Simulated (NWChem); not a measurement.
Species: C3H9Ga; SMILES [CH3][Ga]([CH3])[CH3]

```xyz
13

Ga    -0.0001     0.0001    -0.0005
C      1.9412    -0.3726    -0.0001
H      2.4069     0.0446     0.9087
H      2.4284     0.1247    -0.8554
H      2.1767    -1.4462    -0.0439
C     -0.6479     1.8676     0.0007
H     -1.3107     2.0436     0.8644
H     -1.2541     2.0594    -0.9007
H      0.1646     2.6084     0.0318
C     -1.2931    -1.4951     0.0002
H     -2.3413    -1.1620    -0.0145
H     -1.1445    -2.1264     0.8925
H     -1.1249    -2.1470    -0.8734
```
Atoms are numbered in this order, from 1.

All runs: NWChem. Medium grid unless said otherwise, to which SCAN and Minnesota functionals are sensitive. Structure relaxed at the PBE0/def2-SVP level. Total energies of different functionals are on different scales.

| level | energy (Ha) | highest occupied level (eV) | orbital gap (eV) |
|---|---|---|---|
| B3LYP/def2-SVP | -2044.3125 | -7.13 | 6.41 |
| PBE/def2-SVP | -2043.7818 | -6.12 | 4.88 |
| BLYP/def2-SVP | -2044.2303 | -5.95 | 4.76 |
| r2SCAN/def2-SVP | -2044.1692 | -6.41 | 5.43 |
| KT2/def2-SVP | -2054.4614 | -6.20 | 4.81 |
| MN15-L/def2-SVP | -2044.0857 | -6.61 | 5.56 |
| LDA (Slater exchange, VWN5)/def2-SVP | -2040.0761 | -6.24 | 4.77 |
